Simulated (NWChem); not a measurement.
System: SrCl, doublet; SMILES [Sr][Cl]

Output (shortened):

```
             Northwest Computational Chemistry Package (NWChem) 7.3.0
             --------------------------------------------------------

 ORDER OF PRIMARY AXIS IS BEING SET TO 4
 C4V symmetry detected

                             Geometry "geometry" -> ""
                             -------------------------

 Output coordinates in angstroms (scale by  1.889725989 to convert to a.u.)

  No.       Tag          Charge          X              Y              Z
 ---- ---------------- ---------- -------------- -------------- --------------
    1 Sr                  38.0000     0.00000000     0.00000000    -0.80089535
    2 Cl                  17.0000     0.00000000     0.00000000     1.79023665

 Effective nuclear repulsion energy (a.u.)     131.9301767929

      Symmetry information
      --------------------

 Group name             C4v
 Group number             18
 Group order               8
 No. of unique centers     2

                                 NWChem DFT Module
                                 -----------------

 Summary of "ao basis" -> "ao basis" (spherical)
 ------------------------------------------------------------------------------
       Tag                 Description            Shells   Functions and Types
 ---------------- ------------------------------  ------  ---------------------
 Sr                         def2-svp                 9       23   4s3p2d
 Cl                         def2-svp                 8       18   4s3p1d

      Symmetry analysis of basis
      --------------------------

        a1         17
        a2          0
        b1          3
        b2          3
        e          18

            General Information
            -------------------
          SCF calculation type: DFT
          Wavefunction type:  spin polarized.
          No. of atoms     :     2
          No. of electrons :    27
           Alpha electrons :    14
            Beta electrons :    13
          Charge           :     0
          Spin multiplicity:     2
          Use of symmetry is: on ; symmetry adaption is: on
          Maximum number of iterations: 150
          AO basis - number of functions:    41
                     number of shells:    17
          Convergence on energy requested:  1.00D-06
          Convergence on density requested:  1.00D-05
          Convergence on gradient requested:  5.00D-04

              XC Information
              --------------
                       PW6B95 Method XC Functional
                     Hartree-Fock (Exact) Exchange  0.280
                    PW6B95 GGA Exchange Functional  0.720
                      PW6B95 Correlation Potential  1.000

             Grid Information
             ----------------
          Grid used for XC integration:  medium
          Radial quadrature: Mura-Knowles
          Angular quadrature: Lebedev.
          Tag              B.-S. Rad. Rad. Pts. Rad. Cut. Ang. Pts.
          ---              ---------- --------- --------- ---------
          Sr                  2.00      123          10.0       590
          Cl                  1.00       88          10.0       590
          Grid pruning is: on
          Number of quadrature shells:   211
          Spatial weights used:  Erf1

      Superposition of Atomic Density Guess
      -------------------------------------

 Sum of atomic energies:        -494.20416199

      Non-variational initial energy
      ------------------------------

 Total energy =    -489.690311
 1-e energy   =    -753.540904
 2-e energy   =     229.132125
 HOMO         =      -0.145107
 LUMO         =       0.035045

   Symmetry analysis of molecular orbitals - initial alpha
   -------------------------------------------------------

 !! scf_movecs_sym_adapt:    6 vectors were symmetry contaminated

  Symmetry fudging

 !! scf_movecs_sym_adapt:    6 vectors were symmetry contaminated

  Numbering of irreducible representations:

     1 a1          2 a2          3 b1          4 b2          5 e

  Orbital symmetries:

     1 a1          2 a1          3 a1          4 e           5 e
     6 a1          7 a1          8 e           9 e          10 a1
    11 a1         12 e          13 e          14 a1         15 e
    16 e          17 a1         18 b1         19 b2         20 e
    21 e          22 a1         23 a1         24 e

   Symmetry analysis of molecular orbitals - initial beta
   ------------------------------------------------------

 !! scf_movecs_sym_adapt:    6 vectors were symmetry contaminated

  Symmetry fudging

 !! scf_movecs_sym_adapt:    6 vectors were symmetry contaminated

  Numbering of irreducible representations:

     1 a1          2 a2          3 b1          4 b2          5 e

  Orbital symmetries:

     1 a1          2 a1          3 a1          4 e           5 e
     6 a1          7 a1          8 e           9 e          10 a1
    11 a1         12 e          13 e          14 a1         15 e
    16 e          17 a1         18 b1         19 b2         20 e
    21 e          22 a1         23 a1         24 e

     ---------------------------------------------
      Total Density - Mulliken Population Analysis
     ---------------------------------------------

    Atom       Charge   Shell Charges
 -----------   ------   -------------------------------------------------------
    1 Sr  10     9.28   0.74  1.22  0.47  0.61  5.86  0.19  0.04  0.11  0.04
    2 Cl  17    17.72   2.00  1.99  1.24  0.72  5.95  2.27  3.55  0.00

     --------------------------------------------
      Spin Density - Mulliken Population Analysis
     --------------------------------------------

    Atom       Charge   Shell Charges
 -----------   ------   -------------------------------------------------------
    1 Sr  10     0.97   0.01 -0.01  0.32  0.61  0.00  0.01  0.01  0.02  0.00
    2 Cl  17     0.03   0.00  0.00  0.01 -0.01  0.00  0.01  0.01 -0.00

[...]
```

Level: PW6B95/def2-SVP with def2 effective core potentials on Sr, spin-unrestricted. All runs use the structure optimised with PBE0/def2-SVP, spin-unrestricted. This spin state was assumed; another may lie lower. No stability test was run on the SCF state. def2 effective core potentials on Sr; no spin-orbit coupling.

Problem. Reconstruct the input file.

Solution. This is not unique; one that fits is the input that was run:
```
start job
memory heap 200 mb stack 900 mb global 1100 mb
geometry units angstroms noautoz
  Sr     0.000000     0.000000    -0.824795
  Cl     0.000000     0.000000     1.766337
end
basis spherical
  * library def2-svp
end
ecp
  Sr library def2-ecp
end
dft
  odft
  mult 2
  xc pw6b95
  iterations 150
  mulliken
end
task dft energy
```
